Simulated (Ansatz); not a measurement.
Loss of HF: C3H2F6 → C3HF5 + HF

Gas-phase species: C3H2F6 `FC(F)C(F)C(F)(F)F`, singlet; C3HF5 `F/C=C(\F)C(F)(F)F`, singlet; HF (hydrogen fluoride), singlet. This is a balance of energies; it says nothing on the path, which may need atoms to shift.

Shapes, held fixed at every level: PBE0-D4/def2-TZVP. Flexible molecules stand in one conformer, not always the lowest. Programs: Ansatz 0.2.0. The zero-point and thermal change to 298 K, harmonic and unscaled (PBE0-D4/def2-TZVP), is -11.8 kJ/mol.

```tsv
level	kind	ΔH(298 K) (kJ/mol)	less CCSD(T)/CBS estimate
PBE-D4/def2-TZVPP	GGA	+79.9	-1.2
BHLYP-D4/def2-TZVPP	global hybrid	+97.1	+16.0
wB97X-V/def2-TZVPP	range-separated hybrid	+105.2	+24.1
MP2/def2-SVP	perturbation theory	+107.2	+26.1
MP2/def2-TZVPP	perturbation theory	+84.3	+3.2
CCSD(T)/def2-TZVPP	coupled cluster or CI	+85.4	+4.3
CCSD(T)/CBS estimate	coupled cluster or CI	+81.1	0.0
```

The highest level, CCSD(T)/CBS estimate, gives ΔH(298 K) = +81.1 kJ/mol; the levels span +79.9 to +107.2. The column of differences is taken from that level and isn't an error. No measured value is set beside it here. The CBS estimate extrapolates MP2 from def2-TZVPP and def2-QZVPP and adds CCSD(T) − MP2 in the triple-zeta set, cores frozen.
